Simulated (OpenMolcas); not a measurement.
# Lines of Cl2+: computed and rescaled rates

```json
{"Program": "OpenMolcas", "Method": "MS-RASPT2, IPEA 0.25 Eh, imaginary shift 0.1 Eh (closed shells correlated: 2s 2p)", "Basis": "ANO-RCC-VTZP [5s4p2d1f]", "Scalar Hamiltonian": "DKH2, point nucleus", "Active space": "5 electrons in 9 orbitals (RAS2 3s 3p; RAS3 3d, at most 2 electrons)", "State averaging": "2S+1 = 4 odd, 1 root; 2S+1 = 2 odd, 11 roots; 2S+1 = 4 even, 3 roots; 2S+1 = 2 even, 9 roots", "Spin-orbit coupling": "RASSI with atomic mean-field integrals over the reference wave functions, term energies averaged over their components"}
```

Rates come from the transition moments of the reference wave functions (E1 and E2 in the length form). At fixed line strength A goes as λ^-3 for E1 and M1 and as λ^-5 for E2, so a rate at the computed wavelength can be rescaled to the measured one. Measured vacuum wavelengths follow from level energies in Moore, Atomic Energy Levels, vol. I, NSRDS-NBS 35 (1971 reprint of NBS Circular 467, 1949). Branching counts decays inside the model space alone, at computed energies, and the table is only a selection of the E2 and M1 lines, drawn from those between levels with measured partners whose computed energy lies within a factor of 1.5 of the measured one.

```json
{"Upper": "3s² 3p³ ²P°_1/2", "Lower": "3s² 3p³ ²D°_5/2", "Type": "E2", "λ computed (nm)": "831", "λ measured (nm)": "855.3", "A computed (s-1)": "1.08e-01", "A rescaled (s-1)": "9.35e-02", "Branching %": "15.6"}
{"Upper": "3s² 3p³ ²P°_1/2", "Lower": "3s² 3p³ ²D°_3/2", "Type": "E2", "λ computed (nm)": "827.4", "λ measured (nm)": "850.4", "A computed (s-1)": "1.65e-01", "A rescaled (s-1)": "1.44e-01", "Branching %": "23.9"}
{"Upper": "3s² 3p³ ²P°_1/2", "Lower": "3s² 3p³ ²D°_3/2", "Type": "M1", "λ computed (nm)": "827.4", "λ measured (nm)": "850.4", "A computed (s-1)": "1.35e-01", "A rescaled (s-1)": "", "Branching %": "19.5"}
{"Upper": "3s² 3p³ ²P°_3/2", "Lower": "3s² 3p³ ²D°_5/2", "Type": "E2", "λ computed (nm)": "827.2", "λ measured (nm)": "848.4", "A computed (s-1)": "1.92e-01", "A rescaled (s-1)": "1.69e-01", "Branching %": "14.6"}
{"Upper": "3s² 3p³ ²P°_3/2", "Lower": "3s² 3p³ ²D°_5/2", "Type": "M1", "λ computed (nm)": "827.2", "λ measured (nm)": "848.4", "A computed (s-1)": "1.22e-01", "A rescaled (s-1)": "", "Branching %": "9.3"}
{"Upper": "3s² 3p³ ²P°_3/2", "Lower": "3s² 3p³ ²D°_3/2", "Type": "M1", "λ computed (nm)": "823.7", "λ measured (nm)": "843.6", "A computed (s-1)": "2.18e-01", "A rescaled (s-1)": "", "Branching %": "16.6"}
{"Upper": "3s² 3p³ ²P°_3/2", "Lower": "3s² 3p³ ²D°_3/2", "Type": "E2", "λ computed (nm)": "823.7", "λ measured (nm)": "843.6", "A computed (s-1)": "8.26e-02", "A rescaled (s-1)": "7.33e-02", "Branching %": "6.3"}
{"Upper": "3s² 3p³ ²D°_3/2", "Lower": "3s² 3p³ ⁴S°_3/2", "Type": "M1", "λ computed (nm)": "530.4", "λ measured (nm)": "553.9", "A computed (s-1)": "3.14e-03", "A rescaled (s-1)": "", "Branching %": "88.4"}
{"Upper": "3s² 3p³ ²D°_3/2", "Lower": "3s² 3p³ ⁴S°_3/2", "Type": "E2", "λ computed (nm)": "530.4", "λ measured (nm)": "553.9", "A computed (s-1)": "4.10e-04", "A rescaled (s-1)": "", "Branching %": "11.6"}
{"Upper": "3s² 3p³ ²D°_5/2", "Lower": "3s² 3p³ ⁴S°_3/2", "Type": "E2", "λ computed (nm)": "528.9", "λ measured (nm)": "551.9", "A computed (s-1)": "6.47e-04", "A rescaled (s-1)": "", "Branching %": "90.3"}
{"Upper": "3s² 3p³ ²D°_5/2", "Lower": "3s² 3p³ ⁴S°_3/2", "Type": "M1", "λ computed (nm)": "528.9", "λ measured (nm)": "551.9", "A computed (s-1)": "6.76e-05", "A rescaled (s-1)": "", "Branching %": "9.4"}
{"Upper": "3s² 3p³ ²P°_1/2", "Lower": "3s² 3p³ ⁴S°_3/2", "Type": "M1", "λ computed (nm)": "323.2", "λ measured (nm)": "335.4", "A computed (s-1)": "2.82e-01", "A rescaled (s-1)": "", "Branching %": "40.9"}
{"Upper": "3s² 3p³ ²P°_3/2", "Lower": "3s² 3p³ ⁴S°_3/2", "Type": "M1", "λ computed (nm)": "322.6", "λ measured (nm)": "334.4", "A computed (s-1)": "6.99e-01", "A rescaled (s-1)": "", "Branching %": "53.2"}
```

Spin-changing lines and M1 lines between different terms are not rescaled, since their strength hangs on the term gaps too.

The largest correction is for 3s² 3p³ ²P°_1/2 → 3s² 3p³ ²D°_5/2 (E2): 1.08e-01 × (831 / 855.3)^5 = 9.35e-02 s-1, a factor of 0.87.

No measured rate stands beside these. Rescaling mends the energy factor alone: line strengths can still be far off where a level mixes with configurations outside the active space, and weak or spin-changing lines hang on small mixing coefficients that depend on the term gaps too, so rescaling need not improve them.

The run also gave levels led by 3s² 3p² 3d, which use shells meant for correlation; these and all levels above them are left out. Measured partners are found by configuration, term and J. A level has none where our copy of the source lacks it or the pairing is in doubt (some pairs that miss far off the trend of their configuration count as doubtful). Levels of configurations outside the active space are missing.

° marks odd parity.
